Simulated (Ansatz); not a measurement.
Reaction (SMILES): O=[Se]=O [selenium dioxide] → O=[Se]=O as doublet, charge -1 (an electron is taken up)

Wanted: adiabatic electron affinity (0 K, with zero-point energies), in eV. Positive where the reaction releases energy. Conventions: spin-orbit terms left out; non-relativistic; six Cartesian d functions in 6-31G* and its kin unless marked 5d; open shells spin-unrestricted; dispersion terms only where a functional's name holds one. First-principles rows: single points at B3LYP-D3(BJ) geometries (Ansatz, a quantum-chemistry and plane-wave program), with unscaled harmonic terms from B3LYP/6-31G* (LANL2DZ past Ar) (Ansatz) at its own minima. Sets without +, aug- or the D of def2-TZVPD hold no diffuse functions, which anions need. The Hartree-Fock reference of O=[Se]=O is unstable towards a lower, spin-broken solution. The spin state of an ion or metal species was assumed, not searched.

```csv
species,coefficient,"E at HF/6-31G* (Ansatz), Eh","E at PBE0/def2-TZVPD (Ansatz), Eh","zero-point energy, kcal/mol"
O=[Se]=O,+1,-2549.13613,-2551.56133,2.99
"O=[Se]=O as doublet, charge -1",-1,-2549.18593,-2551.63423,2.49
```

 1 Eh = 27.2114 eV and 1 eV = 23.0605 kcal/mol.

Task: Compute it at each level from the table.

Result: 
- HF/6-31G*: the sum of coefficient times E is 0.04980 Eh, or 1.355 eV; the thermal terms add 0.022. Result: 1.38 eV.
- PBE0/def2-TZVPD: the sum of coefficient times E is 0.07290 Eh, or 1.984 eV; the thermal terms add 0.022. Result: 2.01 eV.
